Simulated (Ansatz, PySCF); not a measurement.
Gas-phase reaction (SMILES): BO (H3BO) [borinic acid] + [H][H] (H2) -> B (BH3) + O (H2O); hydrogen cleaves one B-O bond, a model of a ligand-exchange step.

Structures are relaxed separately at B3LYP-D3(BJ)/def2-TZVP in Ansatz (a quantum-chemistry and plane-wave program), one conformer each, not searched for the lowest. Valence correlation only, unless marked. Spin-orbit coupling is left out. Non-relativistic. Basis-set limits of correlation are two-point, X^-3; Hartree-Fock from the larger set. Thermal terms are rigid-rotor harmonic-oscillator values from B3LYP-D3(BJ) frequencies (Ansatz or PySCF) at 298.15 K and 1 atm. 1 Eh = 627.5095 kcal/mol.

```
species      E, CCSD(T)/CBS(aug-cc-pVTZ,aug-cc-pVQZ) (Ansatz) (Eh)  E, r2SCAN-D4/def2-TZVPD (Ansatz + dftd4) (Eh)  H - E (Eh)  G - E (Eh)
-----------  -----------------------------------------------------  ---------------------------------------------  ----------  ----------
BO (H3BO)                                               -101.79840                                     -101.89002     0.03929     0.01314
[H][H] (H2)                                               -1.17444                                       -1.17100     0.01336    -0.00144
B (BH3)                                                  -26.54880                                      -26.58581     0.03008     0.00872
O (H2O)                                                  -76.37513                                      -76.42298     0.02495     0.00353
```

**Question.** Work out ΔE and ΔH, ΔG, ΔS and the equilibrium constant at 298.15 K at the first level, then ΔH at the second.

**Answer.** 
1. ΔE = [(-26.54880) + (-76.37513)] - [(-101.79840) + (-1.17444)] = 0.04891 Eh = 30.7 kcal/mol at CCSD(T)/CBS(aug-cc-pVTZ,aug-cc-pVQZ).
2. The terms H - E add up to 0.00238 Eh, so ΔH = (0.04891 + (0.00238))×627.5095 = 32.2 kcal/mol.
3. The terms G - E add up to 0.00055 Eh, so ΔG = 31.0 kcal/mol, and ΔS = (0.00238 - (0.00055))×627509.5/298.15 = 3.9 cal/(mol K).
4. log10 K = -ΔG/(RT ln 10) = -22.7, with RT ln 10 = 1.3642 kcal/mol.
5. At r2SCAN-D4/def2-TZVPD the same steps give ΔE = 32.8 and ΔH = 34.3 kcal/mol, a shift of +2.1 from the first level.
6. These values are not checked against measurement here, since the tables used lack a sound gas-phase enthalpy of formation for at least one species.
